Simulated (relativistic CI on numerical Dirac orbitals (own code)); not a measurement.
# Spin-allowed bands of a d2 ion in an octahedral site, by hand

Problem. Take Δ = 22770 cm⁻¹ and B = 690 cm⁻¹ for a d2 ion in an octahedral site. Calculate the three spin-allowed bands.

Working.
1. The terms of highest spin are 3F (energy 0) and 3P (15B = 10350 cm⁻¹). Here the F term splits into A2 at +1.2Δ = 27324, T2 at +0.2Δ = 4554 and T1 at −0.6Δ = -13662 cm⁻¹.
2. The two T1 states mix through the element 0.4Δ: H = [[-13662, 9108], [9108, 10350]], with roots ½(H₁₁ + H₂₂) ∓ ½√[(H₂₂ − H₁₁)² + 4H₁₂²] = ½(-3312) ∓ ½(30140) = -16726 and 13414 cm⁻¹.
3. The ground term is 3T1 at -16726 cm⁻¹.
4. Bands: 3T2 21280 cm⁻¹ (470 nm), 3T1(P) 30140 cm⁻¹ (332 nm), 3A2 44050 cm⁻¹ (227 nm).

Check. Exact diagonalisation of the whole d2 shell with these parameters gives 3T2 21280, 3T1 30140, 3A2 44050 cm⁻¹. The match is exact, since without spin-orbit coupling no other term has this spin. The ratio of the second band to the first, 1.416, depends on Δ/B = 33.0 alone, which is how a Tanabe-Sugano diagram is read.
